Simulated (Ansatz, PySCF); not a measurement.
Reaction (SMILES): C=CCC(C)(C)C + 5 C (CH4) -> C=C (C2H4) [ethene] + 5 CC (C2H6) [ethane]
Structures are relaxed separately at B3LYP-D3(BJ)/def2-TZVP in Ansatz (a program for electronic structure), one conformer each, not searched for the lowest.

Wanted: bond separation energy (enthalpy at 298 K, with B3LYP-D3(BJ) rigid-rotor harmonic-oscillator terms from PySCF), in kcal/mol. Valence correlation only, unless marked. No spin-orbit coupling. Non-relativistic. CBS(X,Y): correlation extrapolated as X^-3; Hartree-Fock from the larger set. [CCSD(T)-MP2]/basis is that difference in the basis named.

```csv
level,program,bond separation energy (kcal/mol)
PBE/def2-TZVPD,Ansatz,13.6
BLYP/def2-TZVPD,Ansatz,9.8
revPBE/def2-TZVPD,Ansatz,9.8
PBE0-D3(BJ)/def2-TZVP,Ansatz + dftd3,17.2
```

Question: What does RI-MP2/CBS(cc-pVTZ,cc-pVQZ)+[CCSD(T)-MP2]/cc-pVTZ (Ansatz) give?

Answer: 20.0 kcal/mol
